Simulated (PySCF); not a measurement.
Bi(Et)(OH)2 (C2H7BiO2), SMILES C[CH2][Bi]([OH])[OH].

Geometry: PBE-D3(BJ)/def2-SVP. The def2 effective core potentials stand for the cores of Bi; spin–orbit coupling is left out. Other conformers were not sampled.

Level of theory: PBE-D3(BJ)/def2-SVP (PySCF).

Frequencies are harmonic and unscaled.

```tsv
mode	ν (cm⁻¹)	IR (km/mol)	moving atoms (share of kinetic energy)
1	45	9.1	H 36 %, O 33 %, C 30 %
2	112	33.3	H 49 %, O 42 %
3	136	8.5	H 40 %, O 34 %, C 22 %
4	162	7.5	O 62 %, C 21 %, H 14 %
5	196	25.6	H 50 %, O 42 %
6	240	12.0	H 47 %, C 34 %, Bi 10 %, O 9 %
7	259	39.2	H 66 %, C 27 %
8	288	86.1	H 87 %, O 9 %
9	425	19.7	C 71 %, H 24 %
10	517	66.9	O 89 %, Bi 8 %
11	530	33.6	O 91 %
12	636	18.0	H 83 %, C 17 %
13	814	49.9	H 93 %
14	842	33.9	H 93 %
15	897	2.5	H 92 %
16	920	12.9	H 87 %, C 13 %
17	1026	4.7	C 78 %, H 22 %
18	1128	18.3	H 67 %, C 33 %
19	1197	0.3	H 75 %, C 25 %
20	1335	3.6	H 82 %, C 18 %
21	1388	1.5	H 89 %, C 11 %
22	1420	9.9	H 97 %
23	1428	4.1	H 96 %
24	2947	32.8	H 97 %
25	2983	13.9	H 95 %
26	3021	18.9	H 91 %, C 9 %
27	3039	3.8	H 91 %, C 9 %
28	3053	21.1	H 90 %, C 10 %
29	3684	20.9	H 94 %
30	3684	28.2	H 94 %
```
